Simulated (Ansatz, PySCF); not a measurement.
Species: sum formula HGeO (charge +1, singlet). It need not be the lowest isomer of its formula. 
Coordinates optimised at B3LYP-D3(BJ)/def2-TZVP (Ansatz, a program for electronic structure):
```xyz
3

O      0.0000     0.0000    -1.2837
Ge     0.0000     0.0000     0.3913
H      0.0000     0.0000    -2.2512
```
Charge +1, spin multiplicity 1.

Total electronic energies in hartree. Valence correlation only, unless marked. Spin-orbit coupling is left out. Frozen are the shells of the preceding noble gas and the d and f shells that filled before the atom's block. Non-relativistic. CBS(X,Y): correlation extrapolated as X^-3; Hartree-Fock from the larger set (for Q and 5 zeta extrapolated as (X+1)exp(-9√X)).

| level | program | energy (Eh) |
|---|---|---|
| HF/cc-pVQZ | Ansatz | -2150.64858 |
| M06-L/def2-TZVPD | PySCF | -2152.52637 |
| r2SCAN-D4/def2-TZVPD | Ansatz + dftd4 | ___ |
| SCS-MP2/def2-TZVPPD | Ansatz | -2150.91447 |
| CCSD/def2-TZVPP | Ansatz | -2150.92320 |
| CCSD/cc-pVQZ | Ansatz | -2150.98923 |
| CCSD/CBS(aug-cc-pVTZ,aug-cc-pVQZ) | Ansatz | -2151.0042 |
| CCSD(T)/CBS(def2-TZVPPD,def2-QZVPPD) | Ansatz | -2151.0191 |
| CCSD(T)/CBS(cc-pVQZ,cc-pV5Z) | Ansatz | -2151.0217 |

### Question
Fill in the missing entries.

### Answer

- r2SCAN-D4/def2-TZVPD, energy (Eh): -2152.53966
